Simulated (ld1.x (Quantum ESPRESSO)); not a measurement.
# Pseudopotential generation for nickel: PAW, PBEsol, scalar-relativistic.

The input file (ld1.x (Quantum ESPRESSO) 7.5):

```
&input
   title='Ni', zed=28., rel=1, dft='PBESOL', iswitch=3,
   config='[Ar] 3d8 4s2 4p0',
   nld=3, rlderiv=2.75, eminld=-3.0, emaxld=5.0, deld=0.02
 /
 &inputp
   pseudotype=3, lpaw=.true., tm=.true., lloc=-1, rcloc=1.45,
   nlcc=.true., new_core_ps=.true.,
   which_augfun='PSQ', rmatch_augfun_nc=.true.,
   file_pseudopw='Ni.UPF', file_wfcaegen='ae.wfc', file_wfcncgen='nc.wfc', file_beta='beta', file_chi='chi', file_wfcusgen='us.wfc'
 /
6
4S  1  0   2.00   0.00  2.20  2.55  0.0
4S  1  0   0.00   0.30  2.20  2.55  0.0
4P  2  1   0.00   0.00  1.95  2.20  0.0
4P  2  1   0.00   1.95  1.95  2.20  0.0
3D  3  2   8.00   0.00  1.00  1.35  0.0
3D  3  2   0.00   4.60  1.00  1.35  0.0
 &test
   configts(1)='3d8 4s2 4p0'
 /
```

Command:

```bash
ld1.x < Ni.in > Ni.out
```

Output (shortened: banner, matrices, multipoles, cross overlaps and the repeated all-electron block are left out):

```
Program LD1 v.7.5
     --------------------------- All-electron run ----------------------------

     Ni
     scalar relativistic calculation

     atomic number is 28.00
     dft =PBESOL   lsd =0 sic =0 latt =0  beta=0.20 tr2=1.0E-14
     Exchange-correlation= PBESOL
                           (   1   4  10   8   0   0   0)
     mesh =1195 r(mesh) =  98.77016 a.u. xmin = -7.00 dx = 0.01250
     1 Ry =  13.60569312 eV, c = 137.03599908

     n l     nl                  e(Ry)          e(Ha)          e(eV)
     1 0     1S 1( 2.00)      -603.0081      -301.5041     -8204.3437
     2 0     2S 1( 2.00)       -72.0919       -36.0459      -980.8602
     2 1     2P 1( 6.00)       -62.0452       -31.0226      -844.1684
     3 0     3S 1( 2.00)        -8.1420        -4.0710      -110.7772
     3 1     3P 1( 6.00)        -5.2371        -2.6186       -71.2545
     3 2     3D 1( 8.00)        -0.6542        -0.3271        -8.9004
     4 0     4S 1( 2.00)        -0.4162        -0.2081        -5.6621
     4 1     4P 1( 0.00)        -0.0876        -0.0438        -1.1922

     final scf error:  5.1E-15 reached in  39 iterations

     Etot =   -3038.473244 Ry,   -1519.236622 Ha,  -41340.534517 eV

     Ekin =    3080.334450 Ry,    1540.167225 Ha,   41910.085242 eV
     Encl =   -7295.645835 Ry,   -3647.822917 Ha,  -99262.318363 eV
     Eh   =    1300.641018 Ry,     650.320509 Ha,   17696.122551 eV
     Exc  =    -123.802877 Ry,     -61.901438 Ha,   -1684.423945 eV

     normalization and overlap integrals

     s(1S/1S) =  1.000000  <r> =   0.0541  <r2> =    0.0039  r(max) =   0.0353
     s(2S/2S) =  1.000000  <r> =   0.2451  <r2> =    0.0709  r(max) =   0.2055
     s(2P/2P) =  1.000000  <r> =   0.2154  <r2> =    0.0570  r(max) =   0.1641
     s(3S/3S) =  1.000000  <r> =   0.7406  <r2> =    0.6339  r(max) =   0.6410
     s(3P/3P) =  1.000000  <r> =   0.7790  <r2> =    0.7171  r(max) =   0.6491
     s(3D/3D) =  1.000000  <r> =   1.0113  <r2> =    1.3894  r(max) =   0.6252
     s(4S/4S) =  1.000000  <r> =   2.7945  <r2> =    9.1358  r(max) =   2.2374
     s(4P/4P) =  1.000000  <r> =   4.3319  <r2> =   22.9842  r(max) =   3.1355

     ------------------------ End of All-electron run ------------------------

     --------------------- Generating PAW atomic setup --------------------

      Generating local potential from pseudized AE potential:
      Matching radius rcloc =   1.4500

      Local pseudo, rcloc= 1.445 Estimated cut-off energy=    11.92 Ry

      Computing core charge for nlcc:

       r > 0.39 : true rho core
      Core charge pseudized with two Bessel functions
      Integrated core pseudo-charge :  12.73
      Wfc-us  4S rcutus= 2.567  Estimated cut-off energy=     7.00 Ry
      Wfc-us  4S rcutus= 2.567  Estimated cut-off energy=     8.71 Ry
      Wfc-us  4P rcutus= 2.210  Estimated cut-off energy=    14.59 Ry
      Wfc-us  4P rcutus= 2.210  Estimated cut-off energy=    18.15 Ry
      Wfc-us  3D rcutus= 1.340  Estimated cut-off energy=    64.55 Ry
      Wfc-us  3D rcutus= 1.340  Estimated cut-off energy=    54.78 Ry

     Required augmentation: PSQ   radius:    2.550000

     Q pseudized with Bessel functions
     Expected ecutrho=     518.4038 due to l1=  2   l2=  2

     Estimated PAW energy = -182.573894 Ryd

     ------------------- End of pseudopotential generation -------------------

     Computing logarithmic derivative in   2.74990
     Computing logarithmic derivative in   2.74990
     Computing the partial wave expansion
     R is outside the sphere for l=    0 j= 0.00
     R is outside the sphere for l=    0 j= 0.00
     R is outside the sphere for l=    1 j= 0.00
     R is outside the sphere for l=    1 j= 0.00
     R is outside the sphere for l=    2 j= 0.00
     R is outside the sphere for l=    2 j= 0.00

     ---------------------- Testing the pseudopotential ----------------------

     Ni
     scalar relativistic calculation

     atomic number is 28.00   valence charge is 10.00
     dft = SLA  PW   PSX  PSC   lsd =0 sic =0 latt =0  beta=0.20 tr2=1.0E-14
     mesh =1195 r(mesh) =  98.77016 xmin = -7.00 dx = 0.01250

     n l     nl             e AE (Ry)        e PS (Ry)    De AE-PS (Ry)
     3 2     3D   1( 8.00)       -0.65417       -0.65418        0.00001
     1 0     4S   1( 2.00)       -0.41616       -0.41616        0.00000
     2 1     4P   1( 0.00)       -0.08762       -0.08762        0.00000

     eps = 6.5E-15  iter =  6

     Etot =   -3038.473244 Ry,   -1519.236622 Ha,  -41340.534517 eV
     Etotps =  -182.573921 Ry,     -91.286960 Ha,   -2484.044735 eV

     Ekin =     148.750926 Ry,      74.375463 Ha,    2023.859451 eV
     Encl =    -282.008307 Ry,    -141.004154 Ha,   -3836.918489 eV
     Ehrt =      74.486331 Ry,      37.243166 Ha,    1013.438162 eV
     Ecxc =    -123.802870 Ry,     -61.901435 Ha,   -1684.423859 eV
     (Ecc =     -37.153738 Ry,     -18.576869 Ha,    -505.502352 eV)

     ---------------------- End of pseudopotential test ----------------------
```

Generation and configuration tests took about 2.4 s on one core of a shared server CPU.

Transferability test of the new file with ld1.x, input:

```
&input
   title='Ni', zed=28., rel=1, dft='PBESOL', iswitch=2,
   config='[Ar] 3d8 4s2 4p0'
 /
 &test
   file_pseudo='Ni.UPF', nconf=8,
   configts(1)='3d8 4s2 4p0',
   configts(2)='3d8 4s1 4p0',
   configts(3)='3d8 4s0 4p0',
   configts(4)='3d7 4s0 4p0',
   configts(5)='3d8 4s0 4p1',
   configts(6)='3d9 4s0 4p0',
   configts(7)='3d7 4s2 4p1',
   configts(8)='3d8 4s1 4p1'
 /
```

```bash
ld1.x < Ni.test.in > Ni.test.out
```

Pseudopotential blocks of its output, shortened (energy terms left out; the distinct warnings before each block abridged to one line each):

```
     ---------------------- Testing the pseudopotential ----------------------

     n l     nl             e AE (Ry)        e PS (Ry)    De AE-PS (Ry)
     3 2     3D   1( 8.00)       -0.65417       -0.65418        0.00001
     1 0     4S   1( 2.00)       -0.41616       -0.41616        0.00000
     2 1     4P   1( 0.00)       -0.08762       -0.08762        0.00000

     eps = 6.5E-15  iter =  6

     Etot =   -3038.473244 Ry,   -1519.236622 Ha,  -41340.534517 eV
     Etotps =  -182.573921 Ry,     -91.286960 Ha,   -2484.044735 eV

     ---------------------- End of pseudopotential test ----------------------

          ---------------------- Testing the pseudopotential ----------------------

     n l     nl             e AE (Ry)        e PS (Ry)    De AE-PS (Ry)
     3 2     3D   1( 8.00)       -1.31961       -1.32240        0.00278
     1 0     4S   1( 1.00)       -0.96845       -0.96742       -0.00102
     2 1     4P   1( 0.00)       -0.55314       -0.55203       -0.00111

     eps = 2.1E-15  iter = 13

     Etot =   -3037.787020 Ry,   -1518.893510 Ha,  -41331.197968 eV
     Etotps =  -181.888367 Ry,     -90.944183 Ha,   -2474.717300 eV
     dEtot_ae =       0.686224 Ry
     dEtot_ps =       0.685554 Ry,   Delta E=       0.000670 Ry

     ---------------------- End of pseudopotential test ----------------------

          Warning: n=1, l=0 expected 0 nodes, found 1
     ---------------------- Testing the pseudopotential ----------------------

     n l     nl             e AE (Ry)        e PS (Ry)    De AE-PS (Ry)
     3 2     3D   1( 8.00)       -2.08291       -2.08153       -0.00138
     1 0     4S   1( 0.00)       -1.57641       -1.74067        0.16427  !
     2 1     4P   1( 0.00)       -1.08772       -1.08847        0.00074

     eps = 2.8E-15  iter =  7

     Etot =   -3036.518386 Ry,   -1518.259193 Ha,  -41313.937317 eV
     Etotps =  -180.618151 Ry,     -90.309075 Ha,   -2457.435134 eV
     dEtot_ae =       1.954858 Ry
     dEtot_ps =       1.955770 Ry,   Delta E=      -0.000912 Ry

     ---------------------- End of pseudopotential test ----------------------

          ---------------------- Testing the pseudopotential ----------------------

     n l     nl             e AE (Ry)        e PS (Ry)    De AE-PS (Ry)
     3 2     3D   1( 7.00)       -3.45662       -3.49380        0.03719  !
     1 0     4S   1( 0.00)       -2.43992       -2.43863       -0.00128
     2 1     4P   1( 0.00)       -1.84973       -1.85484        0.00511  !

     eps = 8.1E-16  iter =  7

     Etot =   -3033.766837 Ry,   -1516.883419 Ha,  -41276.500594 eV
     Etotps =  -177.851802 Ry,     -88.925901 Ha,   -2419.797038 eV
     dEtot_ae =       4.706407 Ry
     dEtot_ps =       4.722119 Ry,   Delta E=      -0.015712 Ry

     ---------------------- End of pseudopotential test ----------------------

          ---------------------- Testing the pseudopotential ----------------------

     n l     nl             e AE (Ry)        e PS (Ry)    De AE-PS (Ry)
     3 2     3D   1( 8.00)       -1.43640       -1.43536       -0.00104
     1 0     4S   1( 0.00)       -1.04082       -1.05881        0.01800  !
     2 1     4P   1( 1.00)       -0.61650       -0.61671        0.00021

     eps = 9.5E-16  iter =  9

     Etot =   -3037.367138 Ry,   -1518.683569 Ha,  -41325.485179 eV
     Etotps =  -181.467420 Ry,     -90.733710 Ha,   -2468.990022 eV
     dEtot_ae =       1.106106 Ry
     dEtot_ps =       1.106501 Ry,   Delta E=      -0.000395 Ry

     ---------------------- End of pseudopotential test ----------------------

          ---------------------- Testing the pseudopotential ----------------------

     n l     nl             e AE (Ry)        e PS (Ry)    De AE-PS (Ry)
     3 2     3D   1( 9.00)       -0.95142       -0.94366       -0.00775  !
     1 0     4S   1( 0.00)       -0.83906       -0.83906        0.00000
     2 1     4P   1( 0.00)       -0.46406       -0.46661        0.00255

     eps = 1.2E-16  iter = 10

     Etot =   -3038.012846 Ry,   -1519.006423 Ha,  -41334.270486 eV
     Etotps =  -182.106115 Ry,     -91.053057 Ha,   -2477.679916 eV
     dEtot_ae =       0.460398 Ry
     dEtot_ps =       0.467806 Ry,   Delta E=      -0.007408 Ry

     ---------------------- End of pseudopotential test ----------------------

          BEWARE! Errors in PS-KS equations
     Warning: n=2, l=1 expected 0 nodes, found 1
     Warning: n=3, l=2 expected 0 nodes, found 1
     ---------------------- Testing the pseudopotential ----------------------

     n l     nl             e AE (Ry)        e PS (Ry)    De AE-PS (Ry)
     3 2     3D   1( 7.00)       -1.19199       -1.57347        0.38148  !
     1 0     4S   1( 2.00)       -0.59447       -0.59447        0.00000
     2 1     4P   1( 1.00)       -0.19200       -0.25610        0.06410  !

     eps = 1.1E-16  iter = 24

     Etot =   -3037.695744 Ry,   -1518.847872 Ha,  -41329.956093 eV
     Etotps =  -116.292988 Ry,     -58.146494 Ha,   -1582.246714 eV
     dEtot_ae =       0.777500 Ry
     dEtot_ps =      66.280932 Ry,   Delta E=     -65.503432 Ry

     ---------------------- End of pseudopotential test ----------------------

          ---------------------- Testing the pseudopotential ----------------------

     n l     nl             e AE (Ry)        e PS (Ry)    De AE-PS (Ry)
     3 2     3D   1( 8.00)       -0.79571       -0.79791        0.00220
     1 0     4S   1( 1.00)       -0.50666       -0.50634       -0.00032
     2 1     4P   1( 1.00)       -0.15516       -0.15499       -0.00017

     eps = 6.1E-15  iter = 15

     Etot =   -3038.132919 Ry,   -1519.066460 Ha,  -41335.904168 eV
     Etotps =  -182.233779 Ry,     -91.116890 Ha,   -2479.416877 eV
     dEtot_ae =       0.340324 Ry
     dEtot_ps =       0.340141 Ry,   Delta E=       0.000183 Ry

     ---------------------- End of pseudopotential test ----------------------
```
